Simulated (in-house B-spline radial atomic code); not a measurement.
The numbers below are computed, except where a source is named.
## Ghost states of the separable form: Ge

Ge, [Ar] 3d10 4s2 4p2, non-relativistic LDA (VWN5), spherical and spin-unpolarised, from a B-spline radial code for spherical atoms (atomic units; all potentials screened as in the neutral atom).

Troullier-Martins channels: 4s (ε = -0.4265, r_c = 1.534 bohr), 4p (ε = -0.1499, r_c = 1.873 bohr), 3d (ε = -1.1173, r_c = 1.256 bohr). In the Kleinman-Bylander form one channel serves as the local potential, and each other channel l becomes |δV u><u δV|/<u|δV|u>, with δV = V_l − V_local and u the pseudo-orbital. Its strength is E_KB = <u|δV²|u>/<u|δV|u>. By the analysis of Gonze, Stumpf and Scheffler a spurious state lies below the reference level ε if E_KB > 0 and ε is above the second level of the local potential alone, or if E_KB < 0 and ε is above its first. The table's levels are those of angular momentum l in a sphere of 9 bohr, whose wall can lift a shallow ε a little above its free-atom value.

```tsv
local	channel	<u δV u>	<u δV² u>	ε	first local level	second local level
p	s	0.0095172	0.10211	-0.4265	-0.4653	0.0141
p	d	-11.694	224.84	-1.1173	0.0854	0.3031
s	p	0.0020679	0.036888	-0.1493	-0.1557	0.1088
s	d	-13.129	272.64	-1.1173	0.0842	0.2989
d	p	0.15265	0.95385	-0.1493	-9.7470	-0.2750
d	s	0.43822	4.7411	-0.4265	-19.2777	-2.2912
```

(1) Apply the rule to each row.

Diagonalising the separable Hamiltonian gives:

| local | channel | three lowest levels | all-electron, two lowest valence levels |
| --- | --- | --- | --- |
| p | s | -0.4265, 0.0278, 0.3320 | -0.4265, 0.0275 |
| p | d | -1.1173, 0.0933, 0.3300 | -1.1173, 0.0899 |
| s | p | -0.1493, 0.1104, 0.4421 | -0.1493, 0.1104 |
| s | d | -1.1173, 0.0925, 0.3271 | -1.1173, 0.0899 |
| d | p | -4.5992, -0.1493, 0.1103 | -0.1493, 0.1104 |
| d | s | -12.5779, -0.4265, 0.0271 | -0.4265, 0.0275 |

(2) Which choices of local channel are safe?

## Answers

(1) Local p, channel s: E_KB = +10.7, so ε = -0.4265 is set against 0.0141: no ghost. Local p, channel d: E_KB = -19.2, so ε = -1.1173 is set against 0.0854: no ghost. Local s, channel p: E_KB = +17.8, so ε = -0.1493 is set against 0.1088: no ghost. Local s, channel d: E_KB = -20.8, so ε = -1.1173 is set against 0.0842: no ghost. Local d, channel p: E_KB = +6.25, so ε = -0.1493 is set against -0.2750: a ghost. Local d, channel s: E_KB = +10.8, so ε = -0.4265 is set against -2.2912: a ghost.

(2) Free of ghosts: s, p. With d local the p channel has a ghost 4.45 hartree below ε, since the local potential binds more than one state below ε, and a repulsive term of rank one raises each level at most to the next, so it clears only one of them. With d local the s channel has a ghost 12.15 hartree below ε, since the local potential binds more than one state below ε, and a repulsive term of rank one raises each level at most to the next, so it clears only one of them. Among the safe choices the second level, which tests transfer, is off by at most 2.6 millihartree (s local), 3.4 millihartree (p local). A small <u δV u> makes E_KB large and sensitive.
